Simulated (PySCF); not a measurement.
The third ionisation energy along the 5d series

All values are computed (PySCF 2.14, energy differences of UHF-based or UKS calculations, no spin-orbit coupling). Values in eV. The last column holds reference values (NIST; (s) semi-empirical, (t) theoretical, else measured). Unmarked ones compare directly (S terms, centres of terms, or small fine structure); those marked * lie between the lowest fine-structure levels and include a spin-orbit shift.

| element | configurations | CCSD(T) (valence) | PBE | r2SCAN | MP2 (valence and next inner shell) | SCS-MP2 (valence and next inner shell) | CCSD(T) (valence and next inner shell) | reference |
| --- | --- | --- | --- | --- | --- | --- | --- | --- |
| Hf (aug-cc-pwCVDZ-PP with ECP60MDF, ECP) | [Xe] 4f14 5d2 → [Xe] 4f14 5d1 | 21.640 | 22.562 | 22.445 | 21.914 | 21.834 | 21.939 | 22.55 ± 0.04 (t) * |
| Ta (aug-cc-pwCVDZ-PP with ECP60MDF, ECP) | [Xe] 4f14 5d3 → [Xe] 4f14 5d2 | 23.474 | 24.378 | 24.286 | 23.735 | 23.549 | 23.712 | 23.1 ± 1.6 (t) * |
| W (aug-cc-pwCVDZ-PP with ECP60MDF, ECP) | [Xe] 4f14 5d4 → [Xe] 4f14 5d3 | 25.288 | 26.065 | 25.848 | 25.541 | 25.255 | 25.463 | 26 ± 0.4 (s) * |
| Re (aug-cc-pwCVDZ-PP with ECP60MDF, ECP) | [Xe] 4f14 5d5 → [Xe] 4f14 5d4 | 27.872 | 28.401 | 28.379 | 28.015 | 27.699 | 27.914 | 27 ± 1.6 (t) * |
| Os (aug-cc-pwCVDZ-PP with ECP60MDF, ECP) | [Xe] 4f14 5d6 → [Xe] 4f14 5d5 | 26.050 | 26.934 | 26.427 | 25.970 | 25.979 | 26.070 | 25 ± 1.6 (t) * |
| Ir (aug-cc-pwCVDZ-PP with ECP60MDF, ECP) | [Xe] 4f14 5d7 → [Xe] 4f14 5d6 | 28.654 | 29.311 | 28.988 | 28.546 | 28.549 | n/a | 28 ± 1.6 (t) * |
| Pt (aug-cc-pwCVDZ-PP with ECP60MDF, ECP) | [Xe] 4f14 5d8 → [Xe] 4f14 5d7 | 30.487 | 31.137 | 30.902 | 30.494 | 30.403 | 30.393 | 29 ± 1.6 (t) * |
| Au (aug-cc-pwCVDZ-PP with ECP60MDF, ECP) | [Xe] 4f14 5d9 → [Xe] 4f14 5d8 | 32.325 | 32.848 | 32.484 | 32.404 | 32.222 | 32.212 | 30 ± 1.6 (t) * |
| Hg (aug-cc-pwCVDZ-PP with ECP60MDF, ECP) | [Xe] 4f14 5d10 → [Xe] 4f14 5d9 | 35.055 | 35.299 | 35.182 | 35.105 | 34.906 | 34.842 | 34.49 ± 0.05 * |

"Valence" correlates the outer s and p shells and, in groups 3 to 12 and the f block, the outer d or f shell, open or full, or the next shell where the ion has no valence electron left; the wider scheme adds the next inner shell.
